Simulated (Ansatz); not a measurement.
One change: `N[CH2][InH2]` becomes `N[SiH2][InH2]`.

Ansatz, PBE0-D4/def2-TZVP geometries, multiplicity 1. Each molecule was computed in one conformer, which needn't be the lowest.

Elements past krypton have def2 core potentials.

```
                                          property  `N[CH2][InH2]`
                 HOMO energy (PBE/def2-TZVPP) / eV           -5.17
    zero-point energy (PBE0-D4/def2-TZVP) / kJ/mol           170.6
                LUMO energy (PBE0/def2-TZVPP) / eV           -1.52
                 LUMO energy (PBE/def2-TZVPP) / eV           -2.27
               HOMO–LUMO gap (PBE/def2-TZVPP) / eV            2.90
size of the dipole moment (ωB97M-V/def2-TZVPP) / D            1.50
```

Problem. Give the same properties after the change, and the shifts. (Estimate.)

Solution. Ansatz gave: 
| property | `N[SiH2][InH2]` | shift |
| --- | --- | --- |
| HOMO energy (PBE/def2-TZVPP) / eV | -5.79 | -0.62 |
| zero-point energy (PBE0-D4/def2-TZVP) / kJ/mol | 142.8 | -27.8 |
| LUMO energy (PBE0/def2-TZVPP) / eV | -1.96 | -0.44 |
| LUMO energy (PBE/def2-TZVPP) / eV | -2.69 | -0.42 |
| HOMO–LUMO gap (PBE/def2-TZVPP) / eV | 3.10 | 0.20 |
| size of the dipole moment (ωB97M-V/def2-TZVPP) / D | 1.43 | -0.07 |

Dipoles are sizes alone; their direction can turn.
